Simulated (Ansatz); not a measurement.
`C[O][Sn]([CH3])([CH3])[CH](C)C` at its PBE0-D4/def2-TZVP geometry, where that method's forces vanish. The species carries charge 0 and has multiplicity 1. Sn takes the def2 core potential.

```xyz
24

C     0.9568   -2.4968    1.2001
O     1.2976   -1.1480    1.3321
Sn    0.0135    0.2506    0.7489
C     1.0797    2.0460    1.1819
C    -1.7627   -0.0048    1.9206
C    -0.3186   -0.0731   -1.3634
C    -1.2551    0.9802   -1.9382
C     1.0082   -0.1250   -2.1054
H     0.0565   -2.7691    1.7725
H     0.7844   -2.7943    0.1536
H     1.7810   -3.1104    1.5800
H     1.3112    2.0808    2.2467
H     0.4876    2.9233    0.9183
H     2.0126    2.0627    0.6182
H    -2.2214   -0.9707    1.7060
H    -1.5129    0.0411    2.9811
H    -2.4834    0.7826    1.6937
H    -0.8043   -1.0528   -1.4321
H    -1.4422    0.7987   -3.0033
H    -2.2262    0.9933   -1.4353
H    -0.8273    1.9849   -1.8581
H     1.6788   -0.8845   -1.6961
H     0.8548   -0.3502   -3.1676
H     1.5314    0.8352   -2.0541
```

Question: What forces (eV/Å) does ωB97M-V/def2-TZVPP give on these atoms in Ansatz? (Estimate.)

Answer: Computed: 
```
C1  -0.054 -0.362 -0.017
O2   0.043  0.270  0.008
Sn3 -0.023  0.034 -0.046
C4  -0.012 -0.017 -0.008
C5   0.023 -0.001 -0.016
C6  -0.056 -0.165  0.278
C7  -0.133  0.136 -0.117
C8   0.174 -0.014 -0.134
H9   0.067  0.034 -0.044
H10  0.012  0.037  0.073
H11 -0.081  0.043 -0.037
H12 -0.014  0.004 -0.080
H13  0.052 -0.051  0.022
H14 -0.063  0.009  0.043
H15  0.023  0.072  0.022
H16 -0.028 -0.004 -0.078
H17  0.044 -0.063  0.025
H18  0.030  0.066 -0.018
H19  0.016  0.016  0.082
H20  0.063 -0.001 -0.026
H21 -0.017 -0.060  0.002
H22 -0.041  0.046 -0.018
H23  0.012  0.019  0.079
H24 -0.034 -0.049  0.006
```
